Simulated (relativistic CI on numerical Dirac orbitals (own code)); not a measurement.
# Tb XXIII: sensitivity of the levels to the model

Base calculation: Dirac-Coulomb-Breit CI, separate exchange-only KLI orbitals for each configuration, a model potential for QED, unscaled Slater integrals.

CI space (outside the closed core [Ar] 3d10): 4s2 4p6 4d7, 4s2 4p5 4d8, 4s2 4p6 4d6 4f, 4s 4p6 4d8, 4s2 4p5 4d7 4f, 4s2 4p6 4d6 5s, 4s 4p6 4d7 4f, 4s2 4p6 4d6 5p, 4s2 4p6 4d5 4f 5s, 4s2 4p6 4d6 5d, 4s2 4p5 4d7 5s, 4s2 4p6 4d5 5s 5p, 4s2 4p6 4d6 5f, 4s2 4p6 4d6 6s, 4s2 4p6 4d6 6p, 4s 4p6 4d7 5s, 4p6 4d8 4f, 4s2 4p6 4d6 7s, 4p6 4d9, 4p5 4d10, 4p5 4d9 4f, 4s2 4p6 4d5 5s2, 4s2 4p6 4d4 4f 5s2, 4s2 4p5 4d5 4f 5s2, 4s 4p6 4d5 4f 5s2, 4p6 4d8 5s, 4p5 4d9 5s, 4p5 4d8 4f 5s, 4p6 4d7 5s2, 4p5 4d8 5s2, 4p6 4d6 4f 5s2, 4p5 4d7 4f 5s2. Double excitations out of closed p, d and f shells are left out; levels of such configurations are missing from the list, as are those of other unlisted configurations, and high levels can miss mixing partners.

The lowest level and the first level of each name with at least 55 % of one term (blank where a level has no safe partner in the second run):

| Level | Base (cm⁻¹) | Shift (cm⁻¹) |
| --- | --- | --- |
| 4s2 4p6 4d7 4F_9/2 | 0 | 0 |
| 4s2 4p6 4d7 4F_7/2 | 54504 | -3 |
| 4s2 4p6 4d7 4P_5/2 | 82361 | -2 |
| 4s2 4p6 4d7 4P_1/2 | 91497 | -2 |
| 4s2 4p6 4d7 2H_11/2 | 96876 | -4 |
| 4s2 4p6 4d7 2G_7/2 | 107976 | -3 |
| 4s2 4p6 4d7 2F_5/2 | 130040 | -2 |
| 4s2 4p6 4d7 2H_9/2 | 154788 | -6 |
| 4s2 4p6 4d7 2P_1/2 | 155817 | -4 |
| 4s2 4p6 4d7 2F_7/2 | 170819 | -5 |
| 4s2 4p6 4d7 2D_3/2 | 171367 | -2 |
| 4s2 4p5 4d8 4G°_11/2 | 1082460 | -316 |
| 4s2 4p5 4d8 2F°_7/2 | 1111891 | -334 |
| 4s2 4p6 4d6 4f 6G°_13/2 | 1206189 | -789 |
| 4s2 4p5 4d8 2H°_11/2 | 1218695 | -363 |
| 4s2 4p6 4d6 4f 6H°_15/2 | 1241978 | -789 |

At this charge energies of transitions that change n are usually good to better than 1 %, and those within a shell (Δn = 0) to a few per cent. Terms inside the open d or f shell come out 10 to 20 % too wide with unscaled integrals.

(1) One thing was changed in a second run, which moved the levels as shown. Which?
A. Breit term removed
B. configuration mixing switched off
C. QED terms removed
D. one mean potential for all configurations

Results:

(1) D. One mean potential for all configurations. One potential for all configurations removes the relaxation of the orbitals, which moves whole configurations and changes the integrals a little.

LS names give the leading component of a level, which can be under half, so a name can repeat, a term be missing and a line seem to break the LS rules.
